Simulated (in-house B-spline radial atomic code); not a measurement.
# Binding energies in Os⁵²⁺

NIST's tabulated ground configuration is [Ar] 3d6; each binding energy is the energy of the ion with one electron taken from that subshell, relaxed, less that of the parent. Level of theory: Dirac-Hartree-Fock, average of configuration, Fermi nucleus of rms radius 5.4126 fm; calculated with a radial B-spline atomic code at the basis-set limit. Energies include first-order Breit, QED and recoil terms.

| subshell | X-ray name | binding energy (eV) | -ε (eV) | relaxation (eV) |
| --- | --- | --- | --- | --- |
| 1s | K | 77164.7 | 77592.9 | 45.4 |
| 2s | L1 | 16180 | 16243.5 | 14.5 |
| 2p1/2 | L2 | 15614.1 | 15679.6 | 18.0 |
| 2p3/2 | L3 | 14084.8 | 14130.7 | 15.5 |
| 3s | M1 | 5950.5 | 5964.1 | 2.1 |
| 3p1/2 | M2 | 5710.1 | 5723.4 | 2.6 |
| 3p3/2 | M3 | 5340.1 | 5349.0 | 2.1 |
| 3d | M4,5 | 4948.8 | 4955.4 | 2.9 |

Relaxation = -ε minus the binding energy without Breit, QED and recoil terms.

Emission lines follow as differences of binding energies, with λ = 12398.42 eV·Å / E:

```tsv
line	holes	energy (eV)	wavelength (Å)
K-L3	1s → 2p3/2	63079.9	0.19655
K-L2	1s → 2p1/2	61550.6	0.20143
K-M3	1s → 3p3/2	71824.6	0.17262
L1-M3	2s → 3p3/2	10839.9	1.1438
L3-M1	2p3/2 → 3s	8134.3	1.5242
```

Problem. What screening constant σ does Moseley's law, E = (3/4)·13.6057 eV·(Z - σ)², need for K-L3?

Solution. σ = -2.62.

Moseley's non-relativistic formula needs a falling, then negative, screening constant for heavy elements, because relativity binds the 1s electron more strongly than the formula allows.

Problem. What does it cost to remove two 3p3/2 electrons?

Solution. 10802 eV, which is 122 eV more than the two single binding energies together.

Problem. What does it cost to remove both a 2p1/2 and a 3s electron?

Solution. 21727 eV, which is 162.2 eV more than the two single binding energies together.

Problem. What does it cost to remove both a 2p3/2 and a 3s electron?

Solution. 20195 eV, which is 159.3 eV more than the two single binding energies together.
